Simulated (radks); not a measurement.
Polarisability of the antimony ion Sb+, [Kr] 4d10 5s2 5p2, at imaginary frequency. Method: scalar-relativistic Kohn-Sham, PBE, spin-polarised, spherical densities, finite nucleus; open shells are filled with parallel spins first (spin-orbit coupling, left out, can overturn this in heavy ions); Fermi nuclear charge, rms radius 4.6802 fm; computed with a radial shooting solver on a logarithmic mesh with Libxc functionals. Response by self-consistent Sternheimer equations with the Hartree and adiabatic LDA kernel, the relativistic mass of each level held fixed and spin-orbit coupling left out.

w (hartree)  alpha1(iw) (bohr^3)
0.00266                    25.14
0.0143                     25.10
0.0360                     24.92
0.0697                     24.33
0.118                      22.99
0.186                      20.50
0.280                      16.85
0.413                      12.59
0.605                      8.593
0.892                      5.483
1.35                       3.335
2.12                       1.905
3.59                      0.9405
6.94                      0.3430
17.5                     0.07516

Static values: alpha1 = 25.14 bohr^3 (3.725 angstrom^3; uncoupled 40.90). C6 = 206.6, triple-dipole C9 = 3665 atomic units. One-pole (London) frequency 4 C6 / (3 alpha1^2) = 0.436 hartree, against 0.464 for minus the highest occupied eigenvalue.
